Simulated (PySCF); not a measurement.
trans-Sn(PH3)2F4.
Bonds: Sn1–P2, Sn1–P6, Sn1–F10, Sn1–F11, Sn1–F12, Sn1–F13. Hydrogens: H3, H4, H5 on P2; H7, H8, H9 on P6.

Computed with PBE0-D3(BJ)/def2-SVP geometry optimisation, gas phase, def2 core potentials past Kr in PySCF 2.14.0.

What internal coordinates does the optimisation give?

| bond | length (Å) |
| --- | --- |
| Sn1–P2, Sn1–P6 | 2.672 |
| Sn1–F10 and 3 like bonds | 1.954 |
| P2–H3 and 5 like bonds | 1.414 |

Bonds in one row agree within 0.01 Å and their mean is given. A selection of angles:
| angle | degrees |
| --- | --- |
| P2–Sn1–P6 | 179.5 |
| P2–Sn1–F10 | 84.2 |
| P2–Sn1–F11 | 92.6 |
| P2–Sn1–F12 | 94.9 |
| P2–Sn1–F13 | 88.4 |
| P6–Sn1–F12 | 84.8 |
| P6–Sn1–F13 | 91.9 |
| F10–Sn1–F11 | 176.7 |
| F10–Sn1–F12 | 90.0 |
| Sn1–P2–H3 | 118.1 |
| Sn1–P2–H4 | 113.0 |
| Sn1–P2–H5 | 120.0 |
| H3–P2–H4 | 100.9 |

Sn1 (tin bonded to 4 F and 2 P) is octahedral (the three widest angles are 179.5°, 176.7° and 176.7°, the others run from 84.2° to 95.4°). All 4 F–Sn bonds measure 1.953 to 1.955 Å. P2 (phosphorus bonded to Sn and 3 H) is distorted tetrahedral (angles from 100.8° to 120.0°).

Point group: near C2h, missed by 0.14 Å at most; the miss may be what the optimiser left on a soft mode (C2 holds within 0.08 Å). PBE0-D3(BJ)/def2-SVP frequencies: not computed here.

Hardware: Intel Xeon Platinum 8259CL at 2.50 GHz, one thread, no GPU, shared host. Cost: 3.3 min wall, 0.60 GiB resident at most. These figures are those of the optimisation.
